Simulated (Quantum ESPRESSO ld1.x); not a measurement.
Q: The table gives one normalised radial function P(r) = r R(r) (large component) of Gd4+ in [Xe] 4f6 (r in bohr). All-electron calculation, Dirac Kohn-Sham, B86b exchange with PBE correlation, spin-unpolarised, spherical densities, point nucleus; open shells fill j = l - 1/2 first. Program: ld1.x of Quantum ESPRESSO 7.5.

r	P
0.003129	0.0144
0.003585	0.0185
0.004108	0.0237
0.004744	0.0307
0.005435	0.0391
0.006227	0.0497
0.007191	0.0637
0.008239	0.0801
0.009439	0.1004
0.01081	0.1250
0.01249	0.1564
0.01431	0.1918
0.01639	0.2331
0.01893	0.2831
0.02169	0.3357
0.02485	0.3922
0.02847	0.4502
0.03288	0.5088
0.03767	0.5560
0.04316	0.5879
0.04984	0.5954
0.0571	0.5677
0.06542	0.4969
0.07495	0.3765
0.08656	0.1930
0.09917	-0.0266
0.1136	-0.2741
0.1312	-0.5348
0.1503	-0.7395
0.1722	-0.8591
0.1973	-0.8537
0.2279	-0.6838
0.2611	-0.3695
0.2991	0.0599
0.3455	0.5685
0.3958	1.0136
0.4534	1.3435
0.5195	1.5035
0.6	1.4740
0.6874	1.2912
0.7875	1.0196
0.9095	0.7100
1.042	0.4526
1.194	0.2583
1.368	0.1307
1.58	0.0549
1.81	0.0208
2.073	0.0067
2.394	0.0016
2.743	0.0003
3.143	0.0001
3.601	0.0000
4.158	0.0000
4.764	0.0000

Which n and l does it have? It may be an empty orbital.

A: n = 4, l = 1: the number of nodes gives n - l - 1 = 2, the rise at small r points to l (this Dirac orbital starts as r^gamma with gamma = sqrt((l + 1)^2 - (Z/c)^2) = 1.94; the j = 3/2 orbital of l + 1 starts with the same power, but with a smaller coefficient, and then steepens), and the extent must fit the shell. The curve is that of 4p3/2; the two j differ most near the nucleus, where j = l - 1/2 has the larger amplitude, and in heavy atoms j = l - 1/2 is also the more compact. 4p3/2: eigenvalue -312.98 eV, 2 radial nodes at r = 0.0977, 0.294 bohr, <r> = 0.593 bohr, 90 % of the charge inside 0.861 bohr.
